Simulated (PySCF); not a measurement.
## Working out the excitation energy of F

F [He] 2s2 2p5 (2P) → F [He] 2s1 2p6 (2S). Computed with PySCF 2.14 in aug-cc-pVDZ (4s3p2d, 23 functions), with the non-relativistic Hamiltonian (point nucleus). Frozen: 1s2. Energies in hartree (1 hartree = 27.21139 eV):

```json
{"part": "UHF", "F (lower)": "-99.381092", "F (upper)": "-98.500369"}
{"part": "MP2 opposite-spin", "F (lower)": "-0.115323", "F (upper)": "-0.176372"}
{"part": "MP2 same-spin", "F (lower)": "-0.039284", "F (upper)": "-0.050010"}
```

Question: What does Hartree-Fock give?

Answer: (-98.500369) − (-99.381092) = 0.880723 hartree = 23.966 eV.

Question: What do MP2 and SCS-MP2 (6/5 opposite-spin, 1/3 same-spin) give?

Answer: The opposite-spin parts differ by -1.661 eV and the same-spin parts by -0.292 eV. MP2: 23.966 + (-1.661) + (-0.292) = 22.013 eV. SCS-MP2: 23.966 + 1.2 × (-1.661) + (-0.292)/3 = 21.875 eV.

The upper state lies above the first ionisation limit, where it may autoionise and the basis confines it.

A double-zeta basis recovers only part of the correlation energy.
